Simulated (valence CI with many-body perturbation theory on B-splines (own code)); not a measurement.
Level structure of Tl X

Computed by relativistic CI+MBPT: four valence electrons over a frozen Dirac-Fock core [Xe] 4f14, radial functions for each j: 7 s, 7 p, 8 d, 6 f, 4 g, 1 h, with the one-electron correlation potential Σ1, the two-electron term Σ2, the three-electron term Σ3, Breit, model QED; selected CI, second order for the rest, scaled by the run's own slope (own B-spline code, finite nucleus).

No measured levels were compared; by estimate terms of the open shell hold to 2 to 4 % of their energy, and close levels can change places. Excitations out of the core, of the other parity, are not computed and may begin above about 47 eV (a cautious bound); beyond it only levels of the ground parity were kept, without lifetimes.

Levels 1 to 45 of 72, with energies above the lowest level, (5d3/2^4) J=0. "Leading %" is the weight of the configuration and term that name the level; weights of strongly mixed levels are sums over their largest components and can fall short. In the jj column 3d3/2^4 stands for four electrons in 3d with j = 3/2. Lifetimes count E1, E2, E3, M1 and M2 decay at the calculated energies, and are blank where another channel may lead or the interval is too uncertain; long ones can be off by a factor of two.

```
No.  Configuration  Term  J  E (eV)  Leading %      g  Second component  Lifetime               Leading jj
  1            5d4    5D  0   0.000         46              46 % 5d4 3P                     5d3/2^4 (89 %)
  2            5d4    5D  1   1.811         75  1.499       24 % 5d4 3P   9.54 ms     5d3/2^3 5d5/2 (91 %)
  3            5d4    5D  2   2.987         80  1.421        6 % 5d4 3P   29.4 ms     5d3/2^3 5d5/2 (53 %)
  4            5d4    5D  3   3.658         64  1.356       17 % 5d4 3F    193 ms     5d3/2^3 5d5/2 (54 %)
  5            5d4    3F  4   3.680         31  1.193       28 % 5d4 5D               5d3/2^3 5d5/2 (84 %)
  6            5d4    5D  0   5.269         50              32 % 5d4 3P   1.33 ms   5d3/2^2 5d5/2^2 (85 %)
  7            5d4    3H  4   5.521         44  1.122       40 % 5d4 5D   7.73 ms   5d3/2^2 5d5/2^2 (80 %)
  8            5d4    3G  3   6.035         58  0.975       22 % 5d4 5D   4.90 ms   5d3/2^2 5d5/2^2 (61 %)
  9            5d4    3F  2   6.114         46  0.959       22 % 5d4 1D   2.75 ms   5d3/2^2 5d5/2^2 (62 %)
 10            5d4    3H  5   6.557         72  1.079       28 % 5d4 3G   11.0 ms   5d3/2^2 5d5/2^2 (99 %)
 11            5d4    3P  1   6.785         61  1.271       23 % 5d4 3D   2.52 ms   5d3/2^2 5d5/2^2 (80 %)
 12            5d4    3H  6   7.037         61  1.101       39 % 5d4 1I    1.65 s   5d3/2^2 5d5/2^2 (95 %)
 13            5d4    3G  4   7.591         64  1.029       28 % 5d4 1G   17.8 ms   5d3/2^2 5d5/2^2 (91 %)
 14            5d4    3D  2   7.720         42  1.160       33 % 5d4 3P   14.7 ms   5d3/2^2 5d5/2^2 (88 %)
 15            5d4    3F  3   7.811         41  1.162       39 % 5d4 3D   5.36 ms   5d3/2^2 5d5/2^2 (81 %)
 16            5d4    3F  4   8.620         42  1.192       25 % 5d4 5D   2.07 ms     5d3/2 5d5/2^3 (64 %)
 17            5d4    3F  3   9.305         47  1.105       22 % 5d4 3G   1.52 ms     5d3/2 5d5/2^3 (86 %)
 18            5d4    1D  2   9.306         34  1.059       32 % 5d4 3F   1.70 ms   5d3/2^2 5d5/2^2 (64 %)
 19            5d4    3G  5   9.913         72  1.153       28 % 5d4 3H   3.53 ms     5d3/2 5d5/2^3 (99 %)
 20            5d4    3D  1  10.024         73  0.762       18 % 5d4 3P   1.11 ms     5d3/2 5d5/2^3 (85 %)
 21            5d4    1I  6  10.183         61  1.064       39 % 5d4 3H   3.56 ms     5d3/2 5d5/2^3 (95 %)
 22            5d4    3F  4  10.524         50  1.117       38 % 5d4 1G   3.57 ms   5d3/2^2 5d5/2^2 (73 %)
 23            5d4    3P  2  10.856         61  1.328       23 % 5d4 3D   3.20 ms   5d3/2^2 5d5/2^2 (53 %)
 24            5d4    1S  0  11.233         60              39 % 5d4 3P   1.63 ms     5d3/2 5d5/2^3 (81 %)
 25            5d4    1F  3  11.527         48  1.082       29 % 5d4 3D   2.10 ms     5d3/2 5d5/2^3 (90 %)
 26            5d4    3F  2  11.657         53  1.016       36 % 5d4 3P   1.87 ms   5d3/2^2 5d5/2^2 (48 %)
 27            5d4    3F  3  13.312         71  1.067       25 % 5d4 1F   2.58 ms     5d3/2 5d5/2^3 (98 %)
 28            5d4    3P  1  13.371         95  1.468                     1.43 ms     5d3/2 5d5/2^3 (94 %)
 29            5d4    1G  4  13.461         61  1.070       27 % 5d4 3F    953 μs           5d5/2^4 (54 %)
 30            5d4    1D  2  13.635         47  1.049       23 % 5d4 3F   1.48 ms           5d5/2^4 (46 %)
 31            5d4    3P  0  13.841         63              34 % 5d4 1S   2.58 ms   5d3/2^2 5d5/2^2 (57 %)
 32            5d4    3F  4  14.059         44  1.124       42 % 5d4 1G   1.26 ms     5d3/2 5d5/2^3 (61 %)
 33            5d4    1D  2  16.359         77  1.003       10 % 5d4 3D    954 μs     5d3/2 5d5/2^3 (39 %)
 34            5d4    1S  0  20.051         80              18 % 5d4 3P    499 μs           5d5/2^4 (57 %)
 35         5d3 6s    5F  1  34.826         75  0.151    20 % 5d3 6s 3D   6.78 μs        5d3/2^3 6s (80 %)
 36         5d3 6s    5F  2  35.401         57  1.029    17 % 5d3 6s 3D   5.11 μs        5d3/2^3 6s (75 %)
 37         5d3 6s    5F  3  37.111         84  1.237     7 % 5d3 6s 3D   5.84 μs  5d3/2^2 5d5/2 6s (88 %)
 38         5d3 6s    5F  2  37.748         33  1.101    26 % 5d3 6s 3F   4.08 μs  5d3/2^2 5d5/2 6s (74 %)
 39         5d3 6s    5F  4  38.192         69  1.264    21 % 5d3 6s 3G   5.60 μs  5d3/2^2 5d5/2 6s (69 %)
 40         5d3 6s    5P  1  38.490         59  1.967    28 % 5d3 6s 3P   4.99 μs  5d3/2^2 5d5/2 6s (91 %)
 41         5d3 6s    3F  2  38.631         43  1.248    37 % 5d3 6s 5P   3.49 μs  5d3/2^2 5d5/2 6s (98 %)
 42         5d3 6s    5F  5  38.760         41  1.246    39 % 5d3 6s 3G   4.91 μs  5d3/2^2 5d5/2 6s (79 %)
 43         5d3 6s    3G  3  39.225         46  0.934    45 % 5d3 6s 3F   3.62 μs  5d3/2^2 5d5/2 6s (90 %)
 44         5d3 6s    3H  4  39.536         44  0.968    23 % 5d3 6s 1G   3.81 μs  5d3/2^2 5d5/2 6s (94 %)
 45         5d3 6s    1P  1  39.600         32  1.188    32 % 5d3 6s 3P   3.45 μs  5d3/2^2 5d5/2 6s (81 %)
```

The ionisation energy to 5d3 4F_3/2 of the next ion comes out as 158.48 eV (NIST: 158 ± 2.2 eV (theoretical)). All 72 levels together are meant to be complete up to 46.953 eV.
